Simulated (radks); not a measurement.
Results of a calculation; reference values are marked as such.
All-electron atom: Dy+ in [Xe] 4f10 7p1 (not the ground configuration).

Level of theory: Dirac Kohn-Sham, PBE, spin-unpolarised, spherical densities, finite nucleus; open shells fill j = l - 1/2 first; Fermi nuclear charge, rms radius 5.2218 fm (a radial shooting solver on a logarithmic mesh with Libxc functionals).

Energy parts (hartree):
total: -12166.7054
kinetic: 13343.6093
electron-nucleus: -29974.9385
Hartree: 4728.8460
exchange-correlation: -264.2224

Orbitals (lengths in bohr, moments of r in powers of bohr):
| orbital | occ. | eigenvalue (hartree) | <1/r> | <r^2> |
|---|---|---|---|---|
| 1s1/2 | 2 | -1969.793 | 74.55 | 0.0006095 |
| 2s1/2 | 2 | -328.1589 | 17.86 | 0.009461 |
| 2p1/2 | 2 | -312.1425 | 17.84 | 0.006846 |
| 2p3/2 | 4 | -282.7354 | 15.62 | 0.008072 |
| 3s1/2 | 2 | -73.32850 | 6.525 | 0.06276 |
| 3p1/2 | 2 | -66.33568 | 6.441 | 0.05827 |
| 3p3/2 | 4 | -60.22861 | 5.876 | 0.06522 |
| 3d3/2 | 4 | -48.20145 | 5.758 | 0.05170 |
| 3d5/2 | 6 | -46.86785 | 5.619 | 0.05364 |
| 4s1/2 | 2 | -14.80354 | 2.726 | 0.3173 |
| 4p1/2 | 2 | -12.04432 | 2.618 | 0.3327 |
| 4p3/2 | 4 | -10.68046 | 2.425 | 0.3712 |
| 4d3/2 | 4 | -6.13599 | 2.203 | 0.4235 |
| 4d5/2 | 6 | -5.88913 | 2.155 | 0.4389 |
| 4f5/2 | 6 | -0.50951 | 1.569 | 1.008 |
| 4f7/2 | 4 | -0.47725 | 1.543 | 1.059 |
| 5s1/2 | 2 | -2.17930 | 1.023 | 1.908 |
| 5p1/2 | 2 | -1.43758 | 0.8977 | 2.445 |
| 5p3/2 | 4 | -1.26449 | 0.8297 | 2.801 |
| 7p1/2 | 1 | -0.12937 | 0.1432 | 90.21 |
| 7p3/2 | 0 | -0.12388 | 0.1421 | 94.66 |

The highest occupied level is 7p1/2 at -3.520 eV. The electron density at the nucleus is 7.402e+05 e/bohr^3. Summed over all electrons, <r^2> = 128.6 bohr^2, which gives a Langevin (diamagnetic) susceptibility term of -102 x 10^-6 cm^3/mol. The density falls to 0.001 e/bohr^3 at r = 3.56 bohr.
